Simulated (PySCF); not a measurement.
C₂H₇O, charge +1.

```xyz
10

C     -0.3040     1.2622     0.0000
C      0.6220     0.0894     0.0000
O     -0.1737    -1.2565     0.0000
H      0.3199     2.1606     0.0000
H     -0.9269     1.3002    -0.8944
H     -0.9269     1.3002     0.8944
H      1.2303    -0.0242     0.8926
H      1.2303    -0.0242    -0.8926
H     -0.7224    -1.3850    -0.7968
H     -0.7224    -1.3850     0.7968
```
Charge +1, spin multiplicity 1.

Geometry optimised at B3LYP-D3(BJ)/def2-TZVP. The isomer is the one that the SMILES or the coordinates give; other isomers of the formula were not compared.

Calculation: B3LYP/pcSseg-1 (PySCF). Non-relativistic, no solvent.

Question: Give the absolute GIAO shielding of each atom: isotropic value and principal components (ppm). (Estimate from the structure and the level; the computed values follow.)

Answer: 
```json
[
 {"atom": "C1", "σ(iso)": "162.1", "σ11": "141.2", "σ22": "167.9", "σ33": "177.1", "span": "35.9"},
 {"atom": "C2", "σ(iso)": "73.6", "σ11": "2.0", "σ22": "54.0", "σ33": "164.9", "span": "163.0"},
 {"atom": "O3", "σ(iso)": "264.3", "σ11": "233.2", "σ22": "271.4", "σ33": "288.3", "span": "55.1"},
 {"atom": "H4", "σ(iso)": "29.2", "σ11": "25.5", "σ22": "25.7", "σ33": "36.4", "span": "10.9"},
 {"atom": "H5", "σ(iso)": "29.4", "σ11": "25.8", "σ22": "27.5", "σ33": "34.8", "span": "9.0"},
 {"atom": "H6", "σ(iso)": "29.4", "σ11": "25.8", "σ22": "27.5", "σ33": "34.8", "span": "9.0"},
 {"atom": "H7", "σ(iso)": "25.8", "σ11": "21.4", "σ22": "26.2", "σ33": "29.7", "span": "8.3"},
 {"atom": "H8", "σ(iso)": "25.8", "σ11": "21.4", "σ22": "26.2", "σ33": "29.7", "span": "8.3"},
 {"atom": "H9", "σ(iso)": "26.3", "σ11": "19.0", "σ22": "21.6", "σ33": "38.3", "span": "19.3"},
 {"atom": "H10", "σ(iso)": "26.3", "σ11": "19.0", "σ22": "21.6", "σ33": "38.3", "span": "19.3"}
]
```
